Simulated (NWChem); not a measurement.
System: Si2H3OCl2F; SMILES F[SiH2]O[SiH](Cl)Cl

```xyz
9

Si    -0.6998     2.0499     0.4249
F      0.3586     3.0648    -0.2545
O     -0.6615     0.6248    -0.4130
Si     0.0481    -0.8332    -0.6358
Cl    -1.1097    -2.2794     0.2392
Cl     1.8944    -0.8356     0.2615
H     -2.0549     2.6263     0.2786
H     -0.2856     1.8318     1.8318
H      0.1880    -1.1172    -2.0751
```
Atoms are numbered in this order, from 1.

Results from NWChem. Medium grid unless said otherwise, to which SCAN and Minnesota functionals are sensitive. Geometry: optimised at PBE0/def2-SVP. Level r2SCAN/def2-SVP: single points from the atomic guess with DIIS by default; each run changes one setting, and all converged runs end within 0.3 mHa of each other. NWChem's automatic level shift, which a small gap switches on, acted in some of these runs.

```json
[
 {"setting": "defaults", "SCF iterations": "10"},
 {"setting": "no DIIS, 40 % damping", "SCF iterations": "30"},
 {"setting": "DIIS on 3 Fock matrices", "SCF iterations": "9"},
 {"setting": "core-Hamiltonian guess", "SCF iterations": "26"},
 {"setting": "DIIS on 20 Fock matrices", "SCF iterations": "8"},
 {"setting": "occupation smearing of 0.005 Ha", "SCF iterations": "10"}
]
```
